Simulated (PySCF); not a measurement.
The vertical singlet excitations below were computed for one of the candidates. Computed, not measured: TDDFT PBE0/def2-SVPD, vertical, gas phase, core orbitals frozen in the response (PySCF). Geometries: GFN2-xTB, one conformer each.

```csv
state,E (eV),f,"main configurations (H = HOMO, L = LUMO)"
S1,3.22,0.015,"H→L (90%), H→L+1 (8%)"
S2,3.99,0.069,"H-1→L (65%), H-2→L (15%), H→L+1 (14%)"
S3,4.11,0.0054,"H→L+1 (71%), H-1→L (14%)"
S4,4.63,0.024,"H-2→L (78%), H-1→L (18%)"
S5,5.47,0.014,H-1→L+1 (91%)
S6,5.74,0.0040,"H→L+2 (50%), H→L+3 (32%), H→L+4 (8%)"
S7,5.93,0.015,"H→L+3 (56%), H→L+2 (39%)"
S8,6.38,0.024,H-1→L+2 (91%)
```

Orbital energies (eV): HOMO-3 -9.67, HOMO-2 -8.23, HOMO-1 -7.05, HOMO -6.47, LUMO -2.06, LUMO+1 -0.56, LUMO+2 0.47.

Task: Which candidate is it?
A. `C1[C@H](C[C@H]2[C@@H](C1)O2)C#N`
B. `C1CCC(C=O)C1`
C. `C=NC(=C)O[SiH2]C=O`
D. `C#C/C=C(\C)CNC=O`
E. `C=C(C)C#CC(=O)NC`

Result: C. Its S1, at 3.22 eV, is the lowest among the candidates; the nearest of the others has S1 at 4.39 eV. S1 is HOMO→LUMO (90%), HOMO→LUMO+1 (8%). Löwdin shares by element: HOMO oxygen 51% or more, carbon 19% or more, silicon 10%, hydrogen 9% or more; LUMO carbon 49% or more, nitrogen 24% (atoms not listed hold the other 26%). At the same level the other candidates give, for their lowest levels:
- `C=C(C)C#CC(=O)NC`: 4.49 eV (f 0.002); 5.07 eV (f 0.413); 5.26 eV (f 0.006); 5.40 eV (f 0.078); 6.35 eV (f 0.006); T1 3.23 eV; HOMO -7.22, LUMO -1.54 eV
- `O=CC1CCCC1`: 4.39 eV (f 0.000); 6.98 eV (f 0.006); 7.47 eV (f 0.016); 7.57 eV (f 0.026); 7.58 eV (f 0.017); T1 3.76 eV; HOMO -7.40, LUMO -0.66 eV
- `N#C[C@@H]1CC[C@H]2O[C@H]2C1`: 7.46 eV (f 0.009); 7.71 eV (f 0.005); 7.76 eV (f 0.006); 7.89 eV (f 0.003); 8.03 eV (f 0.004); T1 6.46 eV; HOMO -8.14, LUMO 0.32 eV
- `C#C/C=C(\C)CNC=O`: 5.42 eV (f 0.334); 5.47 eV (f 0.045); 5.65 eV (f 0.091); 5.85 eV (f 0.008); 6.05 eV (f 0.000); T1 3.40 eV; HOMO -6.99, LUMO -0.99 eV

Shape of the structure used: `[CH2:1]=[N:2][C:3](=[CH2:4])[O:5][SiH2:6][CH:7]=[O:8]`: C1–N2–C3–C4 38°, N2–C3–O5–Si6 4°, C3–O5–Si6–C7 -26°, O5–Si6–C7–O8 126°.
Triplets come from the Tamm–Dancoff approximation.
